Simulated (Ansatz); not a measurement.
Reaction (formal exchange of groups at a Ge–C bond): `[NH2][GeH2][CH2]O` + `N=CO` → `N=[C](O)[GeH2][NH2]` + CH₃OH

Isolated molecules relaxed with PBE0-D4/def2-TZVP in Ansatz; ΔE leaves out vibrations. CCSD(T)/CBS is the MP2 limit (def2-TZVPP, def2-QZVPP) plus CCSD(T) − MP2 in def2-TZVPP, frozen cores. This one scheme is used for every species. Functionals use def2-TZVPP. For Ge outer-core shells are correlated without core-valence functions, which leaves a few kJ/mol of doubt a bond. Scalar relativity is left out up to krypton. Each species was taken in one conformer, which may not be the lowest.

(1) Is it downhill or uphill in electronic energy at CCSD(T)/CBS, and by how much? (An estimate is asked.)

(2) What do these levels give: PBE-D4, ωB97X-V, PBE, HF/def2-TZVPP, SCS-MP2/def2-TZVPP, MP2/def2-QZVPP? (Best estimate.)

Largest T1 diagnostic among the species: 0.014.

Results:

(1) The calculation gave: Nearly level: ΔE = +0.9 kJ/mol.

(2) Computed: PBE-D4 4.9, ωB97X-V 0.9, PBE 5.0, HF/def2-TZVPP -8.1, SCS-MP2/def2-TZVPP -2.8, MP2/def2-QZVPP 0.2 kJ/mol.

In def2-TZVPP, CCSD(T) changes the Hartree–Fock value by +7.7 kJ/mol (the triples alone add +0.5 kJ/mol) and MP2 by +7.7 kJ/mol.
